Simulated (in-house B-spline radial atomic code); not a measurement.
**Nb⁵⁺: [Ar] 3d10 4s2 (4p1/2)1 (4p3/2)4 4d1 (with a hole in an inner shell)**

Level of theory: Dirac-Hartree-Fock, average of the jj configuration, Fermi nucleus of rms radius 4.324 fm; calculated with a radial B-spline atomic code at the basis-set limit.

Z_r = [3n² - l(l+1)]/(2<r>); Z_e = n√(-2ε); the last column is Slater's effective charge. Values are occupation-weighted means over j. An effective charge above Z reflects the relativistic contraction of the inner shells.

```json
{"shell": "1s", "electrons": "2", "ε (eV)": "-19169", "<r> (bohr)": "0.03608", "Z_r": "41.57", "Z_e": "37.54", "Slater": "40.70"}
{"shell": "2s", "electrons": "2", "ε (eV)": "-2813.6", "<r> (bohr)": "0.1574", "Z_r": "38.13", "Z_e": "28.76", "Slater": "36.85"}
{"shell": "2p", "electrons": "6", "ε (eV)": "-2514.3", "<r> (bohr)": "0.1376", "Z_r": "36.33", "Z_e": "27.19", "Slater": "36.85"}
{"shell": "3s", "electrons": "2", "ε (eV)": "-557.56", "<r> (bohr)": "0.4397", "Z_r": "30.70", "Z_e": "19.20", "Slater": "29.75"}
{"shell": "3p", "electrons": "6", "ε (eV)": "-456.66", "<r> (bohr)": "0.4428", "Z_r": "28.23", "Z_e": "17.38", "Slater": "29.75"}
{"shell": "3d", "electrons": "10", "ε (eV)": "-291.38", "<r> (bohr)": "0.4307", "Z_r": "24.38", "Z_e": "13.88", "Slater": "19.85"}
{"shell": "4s", "electrons": "2", "ε (eV)": "-134.19", "<r> (bohr)": "1.125", "Z_r": "21.33", "Z_e": "12.56", "Slater": "13.60"}
{"shell": "4p", "electrons": "5", "ε (eV)": "-104.26", "<r> (bohr)": "1.229", "Z_r": "18.71", "Z_e": "11.07", "Slater": "13.60"}
{"shell": "4d", "electrons": "1", "ε (eV)": "-65.05", "<r> (bohr)": "1.52", "Z_r": "13.82", "Z_e": "8.75", "Slater": "6.00"}
```

The least bound orbital is 4d3/2 at -64.39 eV, and it is also the most diffuse (<r> = 1.525 bohr).

For the 1s electron the small component carries 2.23 % of the norm, the zero-frequency Breit interaction raises the level by 35.81 eV, self-energy by 19.49 eV, and vacuum polarisation lowers it by 2.213 eV.
